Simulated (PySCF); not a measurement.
Species: CH8GeN2.
Atom-mapped SMILES: `[CH3:1][NH:2][GeH2:3][NH2:4]` (hydrogens: H5, H6, H7 on C1; H8 on N2; H9, H10 on Ge3; H11, H12 on N4)

Computed, not measured: core-valence-separated Tamm–Dancoff BHandHLYP/aug-pcX-1 (pcseg-1 on H, def2-SVPD on Ge) in PySCF, non-relativistic, gas phase, PBE0-D3(BJ)/def2-SVP geometry. Absolute energies from this functional tend to lie a few eV below measured edges; no shift was applied.

(1) Give energies, oscillator strengths and core holes at the N K edge.

(2) What does the C 1s absorption edge look like?

## Answers

(1) 
```tsv
E (eV)	f	core hole on	main final orbital
398.83	0.0076	N4	LUMO (61 %)
399.10	0.0127	N2	LUMO+1 (46 %)
399.90	0.0302	N4	spread
400.09	0.0372	N4	spread
400.12	0.0298	N2	LUMO+4 (30 %)
400.23	0.0082	N2	LUMO (39 %)
400.65	0.0181	N4	LUMO+6 (31 %)
400.86	0.0092	N2	LUMO+2 (62 %)
401.17	0.0026	N2	LUMO+3 (64 %)
401.24	0.0064	N4	spread
401.37	0.0028	N4	LUMO+2 (53 %)
```

The first line with a tenth or more of the strongest one's intensity is at 398.83 eV (f = 0.008), with the hole on N4 (nitrogen bonded to Ge and 2 H). The strongest listed is at 400.09 eV (f = 0.037; N4).

(2) 
| E (eV) | f | core hole on | main final orbital |
| --- | --- | --- | --- |
| 286.03 | 0.0112 | C1 | LUMO (41 %) |
| 286.71 | 0.0092 | C1 | LUMO+1 (41 %) |
| 286.80 | 0.0304 | C1 | spread |
| 286.84 | 0.0245 | C1 | spread |
| 287.68 | 0.0089 | C1 | LUMO (35 %) |
| 288.14 | 0.0033 | C1 | LUMO+3 (44 %) |
| 288.41 | 0.0075 | C1 | LUMO+8 (32 %) |

The first line with a tenth or more of the strongest one's intensity is at 286.03 eV (f = 0.011), with the hole on C1 (N-methyl carbon). The strongest listed is at 286.80 eV (f = 0.030; C1).

Roots within 0.03 eV whose holes lie on the same, on equivalent or on shared atoms are summed into one line, and the highest roots are left out, as the search may have cut off their partners. Final orbitals are the ground state's empty Kohn–Sham orbitals.

What are the wavelength and the wavenumber of the 400.23 eV line?

λ = 12398.42 eV Å/400.23 eV = 30.978 Å; 3.2281 × 10⁶ cm⁻¹.

The ionisation thresholds weren't computed; near and above them a finite basis only mimics Rydberg series and continuum. Relativistic effects, spin–orbit coupling among them, are left out although an element past zinc is present.

Shape of the structure used: `[CH3:1][NH:2][GeH2:3][NH2:4]`: C1–N2–Ge3–N4 49°, H–N4–Ge3–N2 -155°, H–N4–Ge3–N2 76°.

One conformer stands for the species.
